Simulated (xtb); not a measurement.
C$_{5}$H$_{12}$Si (SMILES C=C[Si](C)(C)C), singlet, at a GFN2-xTB geometry. Base run: GFN2-xTB in xtb.

Geometry (Å):
```xyz
18

C      2.0997    -0.8881     1.0702
C      1.4794     0.1667     0.5654
Si    -0.2782     0.1447    -0.1482
C     -0.7093     1.9105    -0.7254
C     -1.5141    -0.4182     1.1938
C     -0.3590    -1.0596    -1.6277
H      3.1023    -0.8423     1.4691
H      1.6285    -1.8571     1.1086
H      2.0119     1.1107     0.5580
H     -1.7095     1.9561    -1.1452
H     -0.0189     2.2569    -1.4885
H     -0.6687     2.6167     0.0985
H     -1.5056     0.2540     2.0466
H     -2.5295    -0.4491     0.8096
H     -1.2709    -1.4112     1.5589
H      0.3238    -0.7622    -2.4180
H     -0.0905    -2.0678    -1.3273
H     -1.3575    -1.0985    -2.0531
```
Charge 0, spin multiplicity 1.
All else is at xtb's defaults.
Base energy -18.48764 Eh.

The base run was repeated with changes; each row names its change, and settings that it needs were set with it.

| change | ΔE vs base (kJ/mol) | HOMO-LUMO gap (eV) | dipole (D) | G_solv (kcal/mol) | SCF cycles |
|---|---|---|---|---|---|
| base | 0.00 | 4.43 | 0.22 | - | 13 |
| gbsa = chcl3 | -23.76 | 4.42 | 0.28 | -5.70 | 12 |
| acc = 1000 | 0.21 | 4.44 | 0.22 | - | 6 |
| alpb = cs2 | -23.49 | 4.43 | 0.24 | -5.61 | 12 |
| acc = 30 | 0.00 | 4.43 | 0.22 | - | 9 |
| acc = 0.0001 | 0.00 | 4.43 | 0.22 | - | 20 |
| file = coord | 0.00 | 4.43 | 0.22 | - | 13 |

ALPB and GBSA are two models with their own fitted parameters for each solvent, which aren't always the measured dielectric constant.
